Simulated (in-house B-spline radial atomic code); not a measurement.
RPA and G0W0 on PBEsol: F VIII (F7+)

Configuration 1s2, mean-field start PBEsol. Computed with a B-spline radial code for spherical atoms: all electrons, scalar-relativistic (spin-free one-electron X2C), finite nucleus, each spin shell either full or empty, empty states to l = 9 with an (l + 1/2)⁻⁴ tail; G0W0 by contour deformation at full frequency.

Command:
```bash
python run_gw.py task.json out
```
Settings (radii: box in bohr, nucleus in fm):
```
Z                        9
electrons                2
configuration            1s2
hamiltonian              x2c
method                   pbesol
lmax                     9
rms_radius               2.8976
spin_polarised           False
box_radius               8.41
intervals                68
ion_configuration        1s1
```

Cost of the run: 0.8 s on 1 thread of Arm Neoverse V2, on a shared host.

Energies (hartree):

| term | value |
| --- | --- |
| mean-field total | -75.28833 |
| Hartree-Fock functional on these orbitals | -75.55920 |
| direct second order | -0.094642 |
| second-order exchange | 0.047322 |
| SOSEX correction | 0.045952 |

Problem. What is the RPA correlation energy, and what remains with SOSEX?

Solution. RPA gives -0.091901 hartree (-1.25 eV per electron); RPA + SOSEX gives -0.04595, and the second-order doubles -0.04732 hartree (no singles). SOSEX takes back 50 % of the RPA value, the self-correlation of each of the two electrons.

Quasi-particle levels (eV):

```json
{"level": "1s", "occupied": "yes", "mean field": "-897.83", "Σx - vxc": "-56.81", "Σc": "?", "QP weight": "?", "G0W0": "?"}
{"level": "2s", "occupied": "no", "mean field": "-193.36", "Σx - vxc": "8.59", "Σc": "-0.23", "QP weight": "1.000", "G0W0": "-184.99"}
```

G0W0 = mean field + (Σx - vxc) + Σc, with Σc (partial-wave tail included) taken at the quasi-particle energy.

Problem. Where does G0W0 put 1s?

Solution. At -953.94 eV, with Σc = 0.70 eV and a quasi-particle weight of 0.996. The tabulated removal energy is 953.898 eV (NIST, tabulated theory).

Problem. What does it cost to remove one electron (to 1s1) by differences of total energies, each species on its own start (correlation terms add to the Hartree-Fock functional)?

Solution. PBEsol 950.03 eV, Hartree-Fock functional 952.84 eV, + RPA 954.71 eV, + RPA + SOSEX 954.09 eV, + second order 954.13 eV. Tabulated: 953.898 eV (NIST, tabulated theory).
